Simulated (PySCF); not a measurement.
A structure optimised at PBE-D3(BJ)/def2-TZVPD, used in a PySCF frequency run:

```xyz
3

Mg     0.0000     0.0000    -0.8606
Cl     0.0000     2.0140     0.3037
Cl     0.0000    -2.0140     0.3037
```
Charge -1, spin multiplicity 2.

Q: Write its SMILES, formula and point group.

A: [Cl][Mg-][Cl], Cl2Mg, C2v

Q: What are its rotational constants (standard atomic weights)?

A: 20.597, 1.7573, 1.6191 GHz
